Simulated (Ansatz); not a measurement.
Ansatz (an electronic-structure program) input:
A basis named .json is the Basis Set Exchange file of that set.

Ansatz 0.2 input:
```yaml
crystal:
  periodic: [false, false, false]
  atoms:
    - {symbol: Si, position_ang: [-0.03346522, 0.12575157, -0.06537641]}
    - {symbol: O, position_ang: [-0.48072708, -0.99813735, -1.25834980]}
    - {symbol: O, position_ang: [1.60428795, -0.09973126, 0.31036219]}
    - {symbol: N, position_ang: [-0.28060602, 1.70684453, -0.42029568]}
    - {symbol: N, position_ang: [-0.72637640, -0.69136217, 1.37321379]}
    - {symbol: H, position_ang: [-0.54447116, -1.86539517, -0.84585296]}
    - {symbol: H, position_ang: [2.04026593, 0.69282565, -0.01966140]}
    - {symbol: H, position_ang: [-1.05061114, 1.93947623, -1.03576707]}
    - {symbol: H, position_ang: [-0.22169066, -0.42405007, 2.21076523]}
    - {symbol: H, position_ang: [-1.69458970, -0.42880644, 1.51925983]}
basis:
  gaussian:
    orbitals: aug-cc-pV_D+d_Z.json
total_charge: -1
magnetization: {spin_polarized: false}
correlation: {method: ccsd_t, electrons: outside_noble_gas}
output: {forces: true}
```

**Question.** What final total energy does it print?

**Answer.** -551.60728 Eh (CCSD(T)/aug-cc-pV(D+d)Z). The basis has 169 functions. The run takes roughly 6 core-minutes.

It need not be the lowest isomer of its formula. Whether it binds its extra electron was not tested at this geometry.
